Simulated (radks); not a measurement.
Charge is removed step by step from the 4p level of Rh+, starting from [Kr] 4d8. All-electron calculation, scalar-relativistic Kohn-Sham, r2SCAN, spin-unpolarised, spherical densities, finite nucleus; meta-GGA in the generalised Kohn-Sham scheme; Fermi nuclear charge, rms radius 4.4945 fm. Program: a radial shooting solver on a logarithmic mesh with Libxc functionals.

| removed (e) | E - E(0) (eV) | eigenvalue (eV) | E minus straight line (eV) |
|---|---|---|---|
| 0 | 0.000 | -59.577 | 0.000 |
| 0.125 | 7.550 | -61.287 | -0.786 |
| 0.25 | 15.317 | -63.035 | -1.356 |
| 0.375 | 23.303 | -64.818 | -1.705 |
| 0.5 | 31.515 | -66.634 | -1.829 |
| 0.625 | 39.956 | -68.481 | -1.724 |
| 0.75 | 48.630 | -70.357 | -1.387 |
| 0.875 | 57.540 | -72.262 | -0.813 |
| 1 | 66.689 | -74.193 | 0.000 |

Removing the whole electron costs 66.689 eV by Delta-SCF, against 59.577 eV from minus the eigenvalue at the starting occupation. Slater's transition state (half an electron removed) gives 66.634 eV. Integrating minus the eigenvalue over the occupation (Janak's theorem) gives 66.717 eV. In this scalar-relativistic scheme the density is built from large components alone, so the theorem holds only approximately. The mean slope of the eigenvalue, de/dn, is 14.6 eV per electron.
